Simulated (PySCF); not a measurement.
# Electron correlation in Sb (antimony, neutral)

[Kr] 4d10 5s1 5p4, high-spin 4P determinant (an excited configuration). Computed with PySCF 2.14 in x2c-QZVPPall (13s9p7d4f1g, 112 functions), with the spin-free X2C one-electron Hamiltonian (Gaussian nucleus). Frozen: [Kr] 4d10; 5 electrons correlated.

MP2 pair energies summed by pair of shells (mhartree):

```json
{"pair": "5p-5p", "energy": "-53.44", "share (%)": "85.2"}
{"pair": "5s-5p", "energy": "-9.28", "share (%)": "14.8"}
```

Total MP2 correlation energy: -62.72 mhartree.

Same-spin part -16.87 and opposite-spin part -45.85 mhartree; SCS-MP2 scales them by 1/3 and 6/5 to -60.65 mhartree.
